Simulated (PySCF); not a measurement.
In(2+): ionisation energy

In(2+) [Kr] 4d10 5s1 (2S) → In(3+) [Kr] 4d10 (1S), as a difference of total energies. Calculation: PySCF 2.14, in cc-pVTZ-PP with ECP28MDF (5s4p3d1f, 39 functions); a scalar-relativistic core potential. The calculations carry no spin-orbit coupling.

```
method  ionisation energy (eV)  error (eV)
   UHF                  26.619      -1.425
r2SCAN                  28.370      +0.326
M06-2X                  28.004      -0.040
```

Reference: 28.044 eV (measured; NIST Atomic Spectra Database, ionization energies).
